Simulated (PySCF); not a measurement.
PySCF job for CH₄BeO₂, SMILES C[O][Be][OH], TDA-CAM-B3LYP/def2-SVPD. Geometry: PBE0-D3(BJ)/def2-SVP. Other conformers were not sampled.

```python
import numpy as np
from pyscf import gto, scf, dft, tdscf

mol = gto.M(
    atom='''
    Be    0.39823326    0.12293703    0.67008367
    O     1.21484773    0.38474236    1.79623840
    H     2.08730972    0.73520170    1.95314301
    O    -0.44453162   -0.15227437   -0.40590693
    C    -1.03454156   -0.32551548   -1.63035061
    H    -1.11314332    0.62796727   -2.18532455
    H    -0.46485874   -1.03152387   -2.26307956
    H    -2.05752019   -0.73004424   -1.52562165
    ''',
    basis='def2-SVPD',
    charge=0,
    spin=0,
    max_memory=1600,
    verbose=4,
)
mf = dft.RKS(mol, xc='cam-b3lyp').density_fit(auxbasis='def2-universal-jkfit')
mf.grids.level = 3
mf.conv_tol = 1e-9
mf.max_cycle = 100
mf.kernel()
mf.grids = dft.Grids(mol).set(level=1).build(with_non0tab=True)  # coarser grid for the response kernel
td = tdscf.TDA(mf)
td.singlet = True
td.nstates = 10
td.conv_tol = 1e-4
td.kernel(x0=td.get_init_guess(mf, 15))
td.analyze()
tt = tdscf.TDA(mf)
tt.singlet = False
tt.nstates = 4
tt.conv_tol = 1e-4
tt.kernel(x0=tt.get_init_guess(mf, 9))
tt.analyze(verbose=3)
```

It prints:

```
PySCF version 2.14.0

[INPUT] verbose = 4
[INPUT] num. atoms = 8
[INPUT] num. electrons = 30
[INPUT] charge = 0
[INPUT] spin (= nelec alpha-beta = 2S) = 0
[INPUT] symmetry False subgroup None
[INPUT] Mole.unit = angstrom
[INPUT] Symbol           X                Y                Z      unit          X                Y                Z       unit  Magmom
[INPUT]  1 Be     0.398233260000   0.122937030000   0.670083670000 AA    0.752551795093   0.232317317267   1.266274616843 Bohr   0.0
[INPUT]  2 O      1.214847730000   0.384742360000   1.796238400000 AA    2.295729492750   0.727057688919   3.394398630427 Bohr   0.0
[INPUT]  3 H      2.087309720000   0.735201700000   1.953143010000 AA    3.944443707943   1.389329859315   3.690905371009 Bohr   0.0
[INPUT]  4 O     -0.444531620000  -0.152274370000  -0.405906930000 AA   -0.840043015509  -0.287756855091  -0.767052929763 Bohr   0.0
[INPUT]  5 C     -1.034541560000  -0.325515480000  -1.630350610000 AA   -1.955000212880  -0.615135106506  -3.080916139918 Bohr   0.0
[INPUT]  6 H     -1.113143320000   0.627967270000  -2.185324550000 AA   -2.103536012189   1.186686155491  -4.129664892788 Bohr   0.0
[INPUT]  7 H     -0.464858740000  -1.031523870000  -2.263079560000 AA   -0.878455705210  -1.949297605251  -4.276600566501 Bohr   0.0
[INPUT]  8 H     -2.057520190000  -0.730044240000  -1.525621650000 AA   -3.888149654863  -1.379583672416  -2.883007088207 Bohr   0.0

nuclear repulsion = 93.2941350598532
number of shells = 48
number of NR pGTOs = 158
number of NR cGTOs = 110
basis = def2-SVPD
ecp = {}


[settings echo left out]
init E= -205.799218218085
  HOMO = -0.383152458726094  LUMO = -0.075404211726227  gap/eV = 8.37426
cycle= 1 E= -205.418704838357  delta_E= 0.381  |g|= 0.954  |ddm|= 12.4
  HOMO = -0.196692480096147  LUMO = 0.0292723047874741  gap/eV = 6.14881
cycle= 2 E= -205.273763424775  delta_E= 0.145  |g|= 1.32  |ddm|= 3.51
  HOMO = -0.352464203629899  LUMO = 0.0138926067699305  gap/eV = 9.96908
cycle= 3 E= -205.59409268675  delta_E= -0.32  |g|= 0.0379  |ddm|=  1.8
  HOMO = -0.349413728375899  LUMO = 0.0148352998586132  gap/eV = 9.91172
cycle= 4 E= -205.594489975182  delta_E= -0.000397  |g|= 0.0145  |ddm|= 0.156
  HOMO = -0.350741707588081  LUMO = 0.0148704202138585  gap/eV = 9.94881
cycle= 5 E= -205.594535878373  delta_E= -4.59e-05  |g|= 0.00481  |ddm|= 0.0831
  HOMO = -0.350188932693644  LUMO = 0.0147966528108197  gap/eV = 9.93176
cycle= 6 E= -205.594541321479  delta_E= -5.44e-06  |g|= 0.00175  |ddm|= 0.00873
  HOMO = -0.350467422728711  LUMO = 0.0147771569830826  gap/eV = 9.93881
cycle= 7 E= -205.594541888183  delta_E= -5.67e-07  |g|= 0.000848  |ddm|= 0.00537
  HOMO = -0.350453237806592  LUMO = 0.0147696658585299  gap/eV = 9.93822
cycle= 8 E= -205.594542028471  delta_E= -1.4e-07  |g|= 7.97e-05  |ddm|= 0.00118
  HOMO = -0.350447907108343  LUMO = 0.014773073135292  gap/eV = 9.93817
cycle= 9 E= -205.594542030739  delta_E= -2.27e-09  |g|= 1.11e-05  |ddm|= 0.000285
  HOMO = -0.350448972929713  LUMO = 0.0147726394379317  gap/eV = 9.93819
cycle= 10 E= -205.594542030805  delta_E= -6.64e-11  |g|= 2.26e-06  |ddm|= 9e-05
  HOMO = -0.350449015970399  LUMO = 0.0147726162486066  gap/eV = 9.93819
Extra cycle  E= -205.594542030806  delta_E= -1.31e-12  |g|= 1.44e-06  |ddm|= 1.46e-05
converged SCF energy = -205.594542030806
tot grids = 30512


******** <class 'pyscf.tdscf.rks.TDA'> for <class 'pyscf.df.df_jk.DFRKS'> ********
nstates = 10 singlet
deg_eia_thresh = 1.000e-03
wfnsym = None
conv_tol = 0.0001
eigh lindep = 1e-12
eigh level_shift = 0
eigh max_cycle = 100


Excitation energies (eV)
[6.79951448 6.97739803 7.61654455 7.87820625 7.92353448 8.03685054
 8.1410003  8.1900704  8.26559402 8.42368404]

** Singlet excitation energies and oscillator strengths **
Excited State   1:      6.79951 eV    182.34 nm  f=0.0017
      13 -> 16        0.12086
      15 -> 16       -0.63628
      15 -> 17       -0.22484
Excited State   2:      6.97740 eV    177.69 nm  f=0.0019
      14 -> 16        0.62084
      14 -> 17        0.27494
Excited State   3:      7.61654 eV    162.78 nm  f=0.0297
      13 -> 16        0.52082
      15 -> 17        0.43982
Excited State   4:      7.87821 eV    157.38 nm  f=0.0148
      12 -> 16        0.48634
      14 -> 16       -0.12695
      14 -> 17        0.45366
Excited State   5:      7.92353 eV    156.48 nm  f=0.0122
      15 -> 18        0.64682
      15 -> 21       -0.20073
      15 -> 23        0.10660
Excited State   6:      8.03685 eV    154.27 nm  f=0.0003
      14 -> 18        0.44313
      14 -> 21       -0.14702
      15 -> 19       -0.47915
      15 -> 22       -0.16103
Excited State   7:      8.14100 eV    152.30 nm  f=0.0049
      14 -> 19        0.65810
      14 -> 22        0.23075
Excited State   8:      8.19007 eV    151.38 nm  f=0.0752
      13 -> 16       -0.39683
      15 -> 16       -0.21578
      15 -> 17        0.45419
      15 -> 20       -0.25099
Excited State   9:      8.26559 eV    150.00 nm  f=0.0938
      12 -> 16        0.45216
      14 -> 16        0.21235
      14 -> 17       -0.39870
      14 -> 20        0.25368
Excited State  10:      8.42368 eV    147.19 nm  f=0.1053
      14 -> 18       -0.49390
      15 -> 19       -0.46446

** Transition electric dipole moments (AU) **
state          X           Y           Z        Dip. S.      Osc.
  1         0.0383     -0.0927     -0.0064      0.0101      0.0017
  2        -0.0894     -0.0352     -0.0435      0.0111      0.0019
  3         0.1530     -0.3677     -0.0249      0.1592      0.0297
  4        -0.1165     -0.0578      0.2445      0.0767      0.0148
  5         0.0880     -0.2345     -0.0036      0.0628      0.0122
  6         0.0267     -0.0069     -0.0311      0.0017      0.0003
  7         0.0618     -0.1442     -0.0099      0.0247      0.0049
  8        -0.2319      0.5653      0.0396      0.3750      0.0752
  9        -0.4414     -0.2135      0.4719      0.4631      0.0938
 10        -0.2219     -0.0494     -0.6770      0.5101      0.1053

** Transition velocity dipole moments (imaginary part, AU) **
state          X           Y           Z        Dip. S.      Osc.
  1         0.0106     -0.0259     -0.0018      0.0008      0.0021
  2        -0.0228     -0.0084     -0.0205      0.0010      0.0026
  3         0.0368     -0.0884     -0.0060      0.0092      0.0219
  4        -0.0117     -0.0079      0.0731      0.0055      0.0128
  5         0.0246     -0.0631     -0.0009      0.0046      0.0105
  6        -0.0026     -0.0061     -0.0071      0.0001      0.0002
  7         0.0146     -0.0330     -0.0026      0.0013      0.0029
  8        -0.0681      0.1651      0.0113      0.0320      0.0709
  9        -0.1233     -0.0601      0.1391      0.0382      0.0837
 10        -0.0523     -0.0101     -0.1914      0.0395      0.0850

** Transition magnetic dipole moments (imaginary part, AU) **
state          X           Y           Z
  1         0.0251      0.0011      0.1169
  2        -0.0613      0.1404      0.0079
  3        -0.8668     -0.4015      0.6559
  4        -0.4360      1.0474      0.0683
  5         0.0513      0.0524     -0.0812
  6        -0.0064      0.0293     -0.0021
  7         0.0316      0.0083     -0.0743
  8        -0.1161     -0.0539      0.0444
  9         0.0216     -0.0541     -0.0025
 10        -0.0545      0.1419      0.0064


******** <class 'pyscf.tdscf.rks.TDA'> for <class 'pyscf.df.df_jk.DFRKS'> ********
nstates = 4 triplet
deg_eia_thresh = 1.000e-03
wfnsym = None
conv_tol = 0.0001
eigh lindep = 1e-12
eigh level_shift = 0
eigh max_cycle = 100


Excitation energies (eV)
[6.59311612 6.76831501 7.27181341 7.5429604 ]

** Triplet excitation energies and oscillator strengths **
Excited State   1:      6.59312 eV    188.05 nm  f=0.0000
Excited State   2:      6.76832 eV    183.18 nm  f=0.0000
Excited State   3:      7.27181 eV    170.50 nm  f=0.0000
Excited State   4:      7.54296 eV    164.37 nm  f=0.0000
```

Self-consistency was reached.

Cost: about 40 core-seconds (a rough figure).
